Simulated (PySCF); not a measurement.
## From a computed spectrum to the compound

A species of 5 atoms with charge 0 has these harmonic modes (BP86, small Gaussian bases with core potentials, PySCF 2.14.0):

```tsv
cm⁻¹	km/mol	symmetry
142	20.6	a''
151	0.7	a'
210	4.6	a'
241	4.8	a'
321	0.9	a''
657	71.6	a'
701	28.0	a'
722	131.2	a''
1018	91.1	a'
```

Question: Which species is it, and in which structure?

Answer: ReOF3 (singlet):
```xyz
5

Re    0.0525    0.0000    0.0115
O     1.6913    0.0000    0.4536
F    -0.0781    1.7728   -0.4638
F    -1.7845    0.0000    0.4331
F    -0.0781   -1.7728   -0.4638
```
Ideal gas at 298.15 K and 1 bar: S = 338.2 J/(mol K), Cp = 83.2 J/(mol K), H − H(0 K) = 18.1 kJ/mol (rigid rotor, harmonic modes, spin degeneracy alone). 
 The answer isn't unique; the calculation gave this one.
